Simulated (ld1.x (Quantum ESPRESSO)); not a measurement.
What one change does to a pseudopotential (sulfur (S), ultrasoft)

ld1.x (Quantum ESPRESSO) 7.5 input, shortened:

```
&input
   title='S', zed=16., rel=1, dft='PBESOL', iswitch=3,
   config='[Ne] 3s2 3p3 3d-2'
 /
 &inputp
   pseudotype=3, tm=.true., lloc=-1, rcloc=0.95,
   nlcc=.false.,
   which_augfun='PSQ', rmatch_augfun_nc=.true.
 /
6
3S  1  0   2.00   0.00  1.10  1.40  0.0
3S  1  0   0.00  -1.15  1.10  1.40  0.0
3P  2  1   3.00   0.00  1.15  1.45  0.0
3P  2  1   0.00   0.25  1.15  1.45  0.0
3D  3  2  -2.00   0.10  1.05  1.20  0.0
3D  3  2  -2.00   1.55  1.05  1.20  0.0
 &test
   configts(1)='3s2 3p3'
 /
```

Change: functional PBE.

Cutoffs: the cutoffs (Ry, on a coarse ladder) from which the occupation-weighted sum of valence levels, in a spherical-Bessel basis at the reference potential, stays within 10 and 1 mRy of its value at 400 Ry; they do not see the model core or the augmentation charge, which bear on the density cutoff. Errors are all-electron minus pseudo energies relative to the spin-unpolarised reference configuration.

Q: How do hardness, ghosts and transferability respond?

A: The potential gets neither clearly harder nor softer (18 Ry and 40 Ry → 18 Ry and 40 Ry); of the 7 tests that both files solve, the error grows in 0 and shrinks in 6 by more than 15 % and 0.3 meV (median size 4.3 → 1.4 meV); the range in which the s phases agree narrows (upper end 2.8 → 0.5); neither file shows a bound ghost.

```csv
quantity,base,changed
"cutoff, loose",18 Ry,18 Ry
"cutoff, tight",40 Ry,40 Ry
bound ghosts,none,none
"error for 3s2 3p4, meV [ΔE -11.73 → -11.77 eV]",+1.4,+0.5
"error for 3s2 3p2, meV [ΔE 22.24 → 22.28 eV]",+1.3,-1.2
"error for 3s2 3p1, meV [ΔE 56.24 → 56.33 eV]",+17,+1.4
"error for 3s1 3p4, meV [ΔE 10.85 → 10.88 eV]",+2.5,+0.6
"error for 3s0 3p6, meV [ΔE 8.95 → 8.97 eV]",+14,+7.1
"error for 3s2 3p0, meV [ΔE 103.00 → 103.12 eV]",+70,+23
"error for 3s1 3p5, meV [ΔE -1.45 eV]",+4.3,+2.2
s: phases at 1.60 bohr within 0.05 rad from the reference energy up to (Ry; the scan ends near 5),2.8,0.5
p: phases at 1.60 bohr within 0.05 rad from the reference energy up to (Ry; the scan ends near 5),to the end of the scan,to the end of the scan
d: phases at 1.60 bohr within 0.05 rad from the reference energy up to (Ry; the scan ends near 5),to the end of the scan,to the end of the scan
lowest overlap eigenvalue by channel,"s 0.40, p 0.70, d 0.94","s 0.38, p 0.69, d 0.97"
```
